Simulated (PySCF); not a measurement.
Species: C₆H₅FSi.
SMILES with atom numbers: `[CH:1]#[C:2][C@@H:3]1[C@H:4]([F:5])[Si@@H:6]1[C:7]#[CH:8]` (hydrogens: H9 on C1; H10 on C3; H11 on C4; H12 on Si6; H13 on C8)

Structure used (GFN2-xTB), in Å, numbered top down from 1:
```xyz
13
C6H5FSi angstrom
C     -0.5110    2.4984   -0.6265
C     -0.4509    1.6130    0.1796
C     -0.3479    0.5442    1.1105
C      1.0205   -0.1539    1.2604
F      2.0382    0.3304    0.4820
Si    -0.3182   -1.2723    0.5124
C     -0.2353   -1.5275   -1.2977
C     -0.1744   -1.6943   -2.4876
H     -0.5685    3.2862   -1.3154
H     -0.8298    0.7672    2.0584
H      1.3906   -0.2589    2.2774
H     -0.9008   -2.2980    1.3573
H     -0.1168   -1.8340   -3.5285
```

The calculation used TDDFT wB97X-D/def2-SVPD, vertical, gas phase, core orbitals frozen in the response (PySCF 2.14.0, density-fitted response routines).

Ground-to-excited transition dipoles (e·a0, same axes as the geometry; the sign carries no meaning), for the states with f of 0.002 or more among the lowest 8:

| state | E (eV) | μx | μy | μz |
| --- | --- | --- | --- | --- |
| S1 | 5.386 | -0.052 | -0.466 | -0.212 |
| S2 | 5.399 | 0.208 | 1.005 | 0.427 |
| S3 | 5.796 | 0.190 | -0.097 | 0.182 |
| S4 | 6.062 | 0.074 | 0.081 | 0.153 |
| S6 | 6.276 | 0.167 | -0.367 | -0.012 |
| S7 | 6.340 | 0.084 | 0.152 | -0.060 |
| S8 | 6.561 | -0.021 | 0.393 | 0.355 |

Question: What oscillator strength does each state have?

Answer: f = (2/3) ΔE |μ|² with ΔE in hartree (27.2114 eV).

| state | \|μ\|² (au) | \|μ\| (D) | f |
| --- | --- | --- | --- |
| S1 | 0.265 | 1.31 | 0.035 |
| S2 | 1.235 | 2.82 | 0.163 |
| S3 | 0.079 | 0.71 | 0.011 |
| S4 | 0.035 | 0.48 | 0.005 |
| S6 | 0.163 | 1.02 | 0.025 |
| S7 | 0.034 | 0.47 | 0.005 |
| S8 | 0.281 | 1.35 | 0.045 |

Question: Which bond between heavy atoms lies closest to the direction of the S2 transition dipole?

Answer: C3–Si6, at 13° from it; next C4–Si6 at 35°.

Question: What angle do the transition dipoles of S2 and S6 make?

Answer: |cos θ| = |μa·μb| / (|μa| |μb|) = 0.76, so θ ≈ 41° (taken between 0 and 90°, since the signs are arbitrary).

Question: How is the summed strength of these states shared among x, y and z?

Answer: (2/3) Σ ΔE μα² gives 0.017 for x, 0.214 for y and 0.059 for z, 0.290 in all.

Question: What peak molar absorption coefficient would the strongest computed level give as a lone Gaussian band 0.3 eV wide at half height?

Answer: ε(max) = 2.175×10⁸ f / FWHM, with the width in cm⁻¹. S2: 2.175×10⁸ × 0.1634 / 2420 ≈ 15000 L mol⁻¹ cm⁻¹.
